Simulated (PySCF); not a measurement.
C₂H₅FSe.

```xyz
9

Se     0.0942     0.2477     0.7058
F      1.3150     0.8278    -0.4471
C     -0.5737    -1.1554    -0.4454
C     -1.1208    -0.6447    -1.7624
H     -1.3459    -1.6483     0.1713
H      0.2411    -1.8811    -0.5878
H     -0.3451    -0.0837    -2.3028
H     -1.9793     0.0249    -1.6069
H     -1.4421    -1.4846    -2.3987
```
Charge 0, spin multiplicity 1.

Geometry optimised at PBE0-D3(BJ)/def2-SVP. This is a generated structure with no PubChem entry under its InChIKey; it may be hypothetical. Other conformers were not sampled.

Calculation: PBE0/pcSseg-1 in PySCF. Non-relativistic, no solvent.

Computed absolute GIAO shielding of each atom: isotropic value and principal components (ppm):
```json
[
 {"atom": "Se1", "σ(iso)": "-455.7", "σ11": "-3216.1", "σ22": "87.5", "σ33": "1761.6", "span": "4977.7"},
 {"atom": "F2", "σ(iso)": "649.3", "σ11": "406.8", "σ22": "456.7", "σ33": "1084.5", "span": "677.6"},
 {"atom": "C3", "σ(iso)": "139.9", "σ11": "114.5", "σ22": "150.9", "σ33": "154.4", "span": "39.9"},
 {"atom": "C4", "σ(iso)": "169.3", "σ11": "147.1", "σ22": "176.3", "σ33": "184.5", "span": "37.4"},
 {"atom": "H5", "σ(iso)": "28.8", "σ11": "23.5", "σ22": "26.7", "σ33": "36.1", "span": "12.6"},
 {"atom": "H6", "σ(iso)": "26.8", "σ11": "21.3", "σ22": "26.7", "σ33": "32.4", "span": "11.0"},
 {"atom": "H7", "σ(iso)": "29.3", "σ11": "24.3", "σ22": "29.5", "σ33": "34.0", "span": "9.7"},
 {"atom": "H8", "σ(iso)": "29.7", "σ11": "26.0", "σ22": "27.4", "σ33": "35.8", "span": "9.7"},
 {"atom": "H9", "σ(iso)": "29.6", "σ11": "24.7", "σ22": "27.1", "σ33": "37.0", "span": "12.3"}
]
```
